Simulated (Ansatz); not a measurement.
`C[SiH2][SiH2]Cl` + `C=N` → `C[SiH2][SiH2]C=N` + HCl  (formal exchange of groups at the Si–Cl bond)

Gas-phase electronic energies from Ansatz, PBE0-D4/def2-TZVP geometries. CBS: MP2 limit from def2 TZ/QZ plus the TZ coupled-cluster correction, frozen cores. This one scheme is used for every species. DFT in def2-TZVPP. Each species was taken in one conformer, which may not be the lowest.

Q: Is it downhill or uphill in electronic energy at CCSD(T)/CBS, and by how much? (An estimate is asked.)

A: Computed: Uphill: ΔE = +1.03 eV.

Q: What do these levels give: PBE-D4, ωB97M-V, r2SCAN, HF/def2-QZVPP, SCS-MP2/def2-QZVPP, HF/CBS(def2)? (Best estimate.)

A: Computed: PBE-D4 0.98, ωB97M-V 1.04, r2SCAN 1.06, HF/def2-QZVPP 1.21, SCS-MP2/def2-QZVPP 1.08, HF/CBS(def2) 1.21 eV.

Largest T1 diagnostic among the species: 0.013.

In def2-TZVPP, CCSD(T) changes the Hartree–Fock value by −0.21 eV (the triples alone add −0.03 eV) and MP2 by −0.16 eV. From PBE to PBE0 (25 % exact exchange), in def2-TZVPP and without D4, ΔE moves by +0.04 eV.
